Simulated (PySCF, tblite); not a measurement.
Isomers of C5H11FO3Si. Method: GFN2-xTB as coded in tblite; computed harmonic values from a numerical Hessian at the method's own geometry, unscaled. The method is semi-empirical: single wavenumbers can be off by several per cent or more. Modes of hydrogen on silicon can be 10 to 20 % off. One conformer each.

Electronic energies: PBE0/pcSseg-1 single points on the GFN2-xTB geometries (PySCF, gas phase).

| SMILES | electronic energy, lowest = 0 (kJ/mol) |
| --- | --- |
| CCO[SiH2]O[C@@H]1C[C@H](F)O1 | 181.9 |
| CO[C@@H](C(C)=O)[Si@@H](F)OC | 82.4 |
| CC(=O)O[SiH2]O[C@@H](C)CF | 45.6 |
| CO[Si]1(CF)OCCCO1 | 0.0 |
| CO[C@@H](C(C)=O)[Si@H](F)OC | 83.7 |

Problem. How do GFN2-xTB zero-point energies change the relative energies?

Solution. 
```csv
SMILES,ZPE (kJ/mol),of it from modes above 1550 cm⁻¹,electronic (kJ/mol),"with ZPE, lowest = 0 (kJ/mol)",lowest mode (cm⁻¹),rings
CO[Si]1(CF)OCCCO1,429.2,195.2,0.0,0.0,51,1
CC(=O)O[SiH2]O[C@@H](C)CF,410.9,200.9,45.6,27.3,27,0
CO[C@@H](C(C)=O)[Si@@H](F)OC,412.5,203.5,82.4,65.7,29,0
CO[C@@H](C(C)=O)[Si@H](F)OC,412.3,203.4,83.7,66.7,9,0
CCO[SiH2]O[C@@H]1C[C@H](F)O1,416.9,187.8,181.9,169.7,27,1
```

The zero-point energies span 18.3 kJ/mol, from `CC(=O)O[SiH2]O[C@@H](C)CF` to `CO[Si]1(CF)OCCCO1`. The order is unchanged.

Problem. And how do the electronic energies of GFN2-xTB itself compare?

Solution. `CO[Si]1(CF)OCCCO1` 0.0; `CC(=O)O[SiH2]O[C@@H](C)CF` 5.2; `CO[C@@H](C(C)=O)[Si@@H](F)OC` 104.7; `CO[C@@H](C(C)=O)[Si@H](F)OC` 105.9; `CCO[SiH2]O[C@@H]1C[C@H](F)O1` 66.0 kJ/mol, lowest = 0. Against the energies above, taken from the same isomer `CO[Si]1(CF)OCCCO1`, the largest difference is 115.9 kJ/mol.

Problem. What do entropy and thermal enthalpy add at 298.15 K and 1 bar (rigid rotor, harmonic oscillator, one conformer each)?

Solution. 
```json
{"SMILES": "CO[Si]1(CF)OCCCO1", "point group": "Cs", "symmetry number": "1", "S (J/(mol K))": "460.2", "H − H(0) (kJ/mol)": "34.14", "ZPE + H − H(0) − TS (kJ/mol)": "326.1"}
{"SMILES": "CC(=O)O[SiH2]O[C@@H](C)CF", "point group": "C1", "symmetry number": "1", "S (J/(mol K))": "495.5", "H − H(0) (kJ/mol)": "37.39", "ZPE + H − H(0) − TS (kJ/mol)": "300.5"}
{"SMILES": "CO[C@@H](C(C)=O)[Si@@H](F)OC", "point group": "C1", "symmetry number": "1", "S (J/(mol K))": "501.9", "H − H(0) (kJ/mol)": "39.06", "ZPE + H − H(0) − TS (kJ/mol)": "301.9"}
{"SMILES": "CCO[SiH2]O[C@@H]1C[C@H](F)O1", "point group": "C1", "symmetry number": "1", "S (J/(mol K))": "464.4", "H − H(0) (kJ/mol)": "33.40", "ZPE + H − H(0) − TS (kJ/mol)": "311.9"}
```

Not tabulated: `CO[C@@H](C(C)=O)[Si@H](F)OC` (lowest mode only 9 cm⁻¹).
